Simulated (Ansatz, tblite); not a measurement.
Cost and result up the ladder for Hf₃O₄⁺ (the lowest doublet isomer of a short search) (7 atoms). Charge 1, multiplicity 2. Geometry: r2SCAN-D4/def2-SVP.

Cartesian coordinates in Å:
```
Hf 0.020 1.852 -0.538
Hf 0.075 -1.118 -1.077
Hf -0.091 -0.365 1.508
O -0.099 1.604 1.413
O 0.123 0.594 -2.052
O -1.339 -1.294 0.291
O 1.311 -1.274 0.456
```

Ansatz on 4 threads of Arm Neoverse V1 on a shared host; xTB runs through tblite on one thread. Times are rough, summed over both states, and most runs start from the orbitals of an earlier one. r2SCAN0-D4/def2-TZVP serves as the yardstick here, not as an exact answer. The other state is a quartet at its own geometry.

In the def2 sets Hf takes a core potential; there is no spin–orbit coupling. The xTB rows come from tblite. HOMO above LUMO, or a gap near zero within one spin, warns that the state may not be the lowest or that an electron is smeared out. The structure comes from a short search, and lower isomers may exist.

Run but left out: MP2/def2-TZVP (doublet: ⟨S²⟩ 0.96, where a pure state has 0.75).

xTB has no spin-polarisation term.

| level | functions | wall time | quartet − doublet (eV) | difference from r2SCAN0-D4/def2-TZVP (eV) | remarks |
| --- | --- | --- | --- | --- | --- |
| GFN1-xTB | 43 | 0.018 s | 1.05 | 0.37 | – |
| GFN2-xTB | 43 | 0.024 s | 1.60 | 0.92 | – |
| PBE-D4/def2-TZVP | 244 | 20 s | 1.00 | 0.32 | gap within one spin near zero (quartet) |
| HF/def2-TZVP (with forces) | 244 | 35 s | -1.09 | -1.77 | spin-contaminated (⟨S²⟩ 0.96) (doublet) |
| PBE0-D4/def2-TZVP | 244 | 51 s | 0.92 | 0.24 | – |
| r2SCAN-D4/def2-TZVP | 244 | 1.8 min | 0.68 | 0.00 | gap within one spin near zero (quartet) |
| r2SCAN0-D4/def2-TZVP | 244 | 2.3 min | 0.68 | 0.00 | – |
